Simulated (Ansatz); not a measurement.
`[NH2][In]([Cl])[O][SiH3]` + H₂ → `[NH2][InH][Cl]` + silanol at 400 K and 1 bar (hydrogenolysis of the In–O bond).

Gas-phase electronic energies from Ansatz, PBE0-D4/def2-TZVP geometries. CCSD(T)/CBS is the MP2 limit (def2-TZVPP, def2-QZVPP) plus CCSD(T) − MP2 in def2-TZVPP, frozen cores. This one scheme is used for every species. Elements past krypton have def2 core potentials. For In outer-core shells are correlated without core-valence functions, which leaves a few kJ/mol of doubt a bond. Each species was taken in one conformer, which may not be the lowest.

| species | CCSD(T)/CBS energy (Eh) | H − E (kJ/mol) | S (J/(mol·K)) |
| --- | --- | --- | --- |
| `[NH2][In]([Cl])[O][SiH3]` | -1071.67545 | 186.0 | 464.5 |
| H₂ | -1.17544 | 38.0 | 139.0 |
| `[NH2][InH][Cl]` | -706.15182 | 109.9 | 346.4 |
| `O[SiH3]` | -366.69042 | 120.0 | 276.4 |

H − E and S are ideal-gas, rigid-rotor, harmonic terms from PBE0-D4/def2-TZVP, for one conformer and one mirror image of each species. The MP2-based limit puts H₂ 0.8 mEh under its directly extrapolated value; such offsets cancel only in part. 1 Eh = 2625.50 kJ/mol, R = 8.31446 J/(mol·K).

Problem. By hand: ΔE, ΔH, ΔS and ΔG.

Solution. ΔE = (-706.15182) + (-366.69042) − (-1071.67545) − (-1.17544) = 0.00865 Eh = 22.7 kJ/mol. Δ(H − E) = 109.9 + 120.0 − 186.0 − 38.0 = 5.9, so ΔH = 28.6 kJ/mol. ΔS = 346.4 + 276.4 − 464.5 − 139.0 = 19.3 J/(mol·K). ΔG = 28.6 − 400 × (19.3)/1000 = 20.9 kJ/mol.

Problem. By hand: the equilibrium constant, and the temperature at which ΔG would vanish if ΔH and ΔS stayed fixed.

Solution. log₁₀ K = −ΔG/(RT ln 10) = -2.7. ΔG = 0 at ΔH/ΔS = 1482 K, though so small a ΔS makes that figure unsure.

ΔH outweighs TΔS. A doubt of 5 kJ/mol in ΔE shifts log₁₀ K by 0.7 here. Other conformers and mirror images would add mixing entropy, several J/(mol·K) or more a flexible species. Modes under 60 cm⁻¹, often nearly free rotors, make the harmonic entropy too high. These are equilibria of isolated gas molecules and say nothing of rates. Largest T1 diagnostic: 0.014 (customary marks: 0.02 for closed shells, 0.045 for open ones).
